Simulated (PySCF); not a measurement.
SMILES c1(-c2cccnc2)sc2c(c1)scc2 (C11H7NS2), GFN2-xTB optimised geometry.

```
21

C     -3.25     1.77     0.00
C     -4.19     0.74     0.00
N     -3.86    -0.54     0.00
C     -2.58    -0.86     0.00
C     -1.54     0.08     0.00
C     -0.15    -0.32     0.00
C      0.37    -1.59     0.00
C      1.77    -1.58     0.00
S      3.00    -2.80     0.00
C      4.23    -1.58     0.00
C      3.74    -0.31     0.00
C      2.33    -0.31     0.00
S      1.11     0.90     0.00
C     -1.91     1.43     0.00
H     -3.56     2.80     0.00
H     -5.25     0.95     0.00
H     -2.38    -1.92     0.00
H     -0.22    -2.49     0.00
H      5.25    -1.89     0.00
H      4.35     0.57     0.00
H     -1.15     2.19     0.00
```

Density from PBE/def2-SVP run with PySCF 2.14.0 at that geometry.

Minimum of the electron density along straight lines between bonded atoms, close to the bond critical point (lines longer than 1.1 times the sum of covalent radii, or with two minima, are not listed):

```tsv
bond	length / Å	ρ at the minimum / e bohr⁻³	∇²ρ there / e bohr⁻⁵	position (fraction from the first atom)
C1–C2	1.388	0.310	-0.77	0.50
C2–N3	1.323	0.348	-0.99	0.35
N3–C4	1.316	0.353	-0.99	0.65
C4–C5	1.402	0.301	-0.72	0.50
C5–C6	1.444	0.276	-0.64	0.49
C6–C7	1.371	0.313	-0.75	0.51
C7–C8	1.403	0.294	-0.69	0.49
C8–S9	1.729	0.209	-0.43	0.48
S9–C10	1.732	0.209	-0.42	0.53
C10–C11	1.358	0.320	-0.78	0.51
C8–C12	1.391	0.306	-0.72	0.50
C11–C12	1.409	0.290	-0.67	0.49
C6–S13	1.760	0.199	-0.37	0.46
C12–S13	1.723	0.211	-0.44	0.48
C1–C14	1.381	0.310	-0.77	0.50
C5–C14	1.398	0.302	-0.73	0.50
C1–H15	1.079	0.281	-1.06	0.63
C2–H16	1.082	0.284	-1.09	0.64
C4–H17	1.081	0.285	-1.09	0.64
C7–H18	1.074	0.283	-1.08	0.64
C10–H19	1.072	0.284	-1.10	0.64
C11–H20	1.074	0.282	-1.07	0.64
C14–H21	1.081	0.281	-1.06	0.63
```
